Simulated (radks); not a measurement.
Removal energies from the germanium ion Ge6+, [Ar] 3d(3/2: 4, 5/2: 4), by Delta-SCF beside the eigenvalue of the level emptied. Calculated with a radial shooting solver on a logarithmic mesh with Libxc functionals: Dirac Kohn-Sham, PBE, spin-unpolarised, spherical densities, finite nucleus; Fermi nuclear charge, rms radius of each element as measured or else 0.836 A^(1/3) + 0.57 fm. Sub-shells are occupied by j as written (lower j first in brackets).

removed from                             final configuration  Delta-SCF (eV)  -eigenvalue (eV)
3d5/2                                [Ar] 3d(3/2: 4, 5/2: 3)          147.66            132.54
3d3/2                                [Ar] 3d(3/2: 3, 5/2: 4)          148.40            133.23
3p3/2         [Ne] 3s2 3p(1/2: 2, 3/2: 3) 3d(3/2: 4, 5/2: 4)          234.64            219.18
3p1/2         [Ne] 3s2 3p(1/2: 1, 3/2: 4) 3d(3/2: 4, 5/2: 4)          239.31            223.71
